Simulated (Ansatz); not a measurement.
Gas-phase reaction in SMILES: CCCC(C)=O → [CH2]C(=O)CCC + H atom (the C-H bond at the site shown breaks; other sites are not compared here)
Geometries: B3LYP-D3(BJ)/def2-TZVP minima from Ansatz (an electronic-structure program), one conformer each, not searched for the lowest. Markedly spin-contaminated UHF reference, which strains HF, MP2 and, less, CCSD(T): [CH2]C(=O)CCC.

Property: bond dissociation energy (electronic energy difference), in kcal/mol. Valence correlation only, unless marked. Open shells are spin-unrestricted. Spin-orbit coupling is left out. No relativistic terms. 

```json
[
 {"level": "HF/6-31G", "program": "Ansatz", "bond dissociation energy (kcal/mol)": "71.5"},
 {"level": "revPBE-D4/def2-TZVPD", "program": "Ansatz + dftd4", "bond dissociation energy (kcal/mol)": "97.7"},
 {"level": "B97M-V/def2-TZVPD", "program": "Ansatz", "bond dissociation energy (kcal/mol)": "100.2"},
 {"level": "PBE0/def2-QZVPP", "program": "Ansatz", "bond dissociation energy (kcal/mol)": "99.2"},
 {"level": "CAM-B3LYP-D4/def2-TZVPD", "program": "Ansatz + dftd4", "bond dissociation energy (kcal/mol)": "101.4"},
 {"level": "LC-wPBE/def2-TZVPD", "program": "Ansatz", "bond dissociation energy (kcal/mol)": "99.8"},
 {"level": "B2PLYP-D3(BJ)/def2-TZVPD", "program": "Ansatz + dftd3", "bond dissociation energy (kcal/mol)": "101.2"},
 {"level": "SCS-MP2/cc-pVDZ", "program": "Ansatz", "bond dissociation energy (kcal/mol)": "106.4"},
 {"level": "CCSD(T)/6-31G*", "program": "Ansatz", "bond dissociation energy (kcal/mol)": "95.7"}
]
```
